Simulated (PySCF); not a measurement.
# One molecule, several mistakes: Al2BH3N

Calculated results; nothing here was measured. They come from PySCF 2.14.0, an open-source quantum chemistry program, on an isolated molecule that a program drew, which may never have been made. The molecule is Al2BH3N (charge 0, doublet), drawn as the SMILES string `[AlH][B]=[N][AlH2]`.

Each row is a Hartree-Fock (HF) and frozen-core CCSD(T) single point in the cc-pV(D+d)Z basis, meant for a local HF minimum. Run 1 is clean. Each other run has one planted mistake out of seven kinds, and not every kind appears here: one electron removed, one electron added, multiplicity raised by two, geometry at a saddle point, minimal basis STO-3G, one bond length entered in bohr, all coordinates scaled. The reference is restricted for singlets and unrestricted otherwise, and also for a bond in bohr. Adding or removing an electron swaps singlet and doublet. Electrons count all cores. HOMO and LUMO are orbital energies over both spins, the gradient is its largest component, and the lowest frequency (negative if imaginary) is given only where the gradient is small. Bond lengths are over the 6 bonds as drawn. T1 is the CCSD diagnostic: over 0.02 (restricted) or 0.045 (unrestricted) a single reference is doubtful.

Geometry of the clean run:
```xyz
7
Al2BH3N, angstrom
Al    0.5781    1.2595    3.1734
B    -0.2629    1.2110    1.2142
N    -0.7831    1.1327    0.0754
Al   -1.5064    1.0399   -1.5384
H     1.5089    2.4796    3.5732
H    -0.7295    0.3088   -2.7009
H    -2.9220    1.6870   -1.7976
```

| run | electrons | basis functions | <S^2> | HOMO (eV) | LUMO (eV) | gradient (hartree/bohr) | lowest frequency (cm^-1) | mean bond (Å) | longest bond (Å) | T1 | HF (hartree) | CCSD(T) (hartree) | mistake |
|---|---|---|---|---|---|---|---|---|---|---|---|---|---|
| 1 | 41 | 89 | 0.756 | -8.44 | 0.07 | 1.9e-05 | 81 | 1.6499 | 2.133 | 0.0188 | -564.73427 | -565.12786 | no fault |
| 2 | 41 | 89 | 0.755 | -8.43 | 0.01 | 5.5e-05 | -83 | 1.6505 | 2.136 | 0.0186 | -564.73371 | -565.12707 | geometry at a saddle point |
| 3 | 41 | 31 | 0.760 | -4.38 | 7.44 | 4.7e-02 | - | 1.6499 | 2.133 | 0.0205 | -557.86056 | -558.06851 | minimal basis STO-3G |
| 4 | 40 | 89 | 0.000 | -14.05 | -7.02 | 4.9e-02 | - | 1.6499 | 2.133 | 0.0234 | -564.44976 | -564.84671 | one electron removed |
| 5 | 42 | 89 | 0.000 | -0.79 | 4.75 | 5.0e-02 | - | 1.6499 | 2.133 | 0.0218 | -564.73361 | -565.15886 | one electron added |
| 6 | 41 | 89 | 0.757 | -8.55 | 0.02 | 4.4e-02 | - | 1.7044 | 2.203 | 0.0203 | -564.72716 | -565.12581 | ? |

**Which mistake was planted in run 6, and what did it cost?**

The mean and the longest bond both change by the same factor, 1.033, and the gradient is no longer small. So the mistake is: all coordinates scaled. Subtracting run 1 and multiplying by 627.51 kcal/mol a hartree, the energy moved by 4.5 kcal/mol in HF and 1.3 kcal/mol in CCSD(T).

Cautions from the logs. Run 4: T1 is over the limit, so its CCSD(T) energy is less reliable; run 5: T1 is over the limit, so its CCSD(T) energy is less reliable.
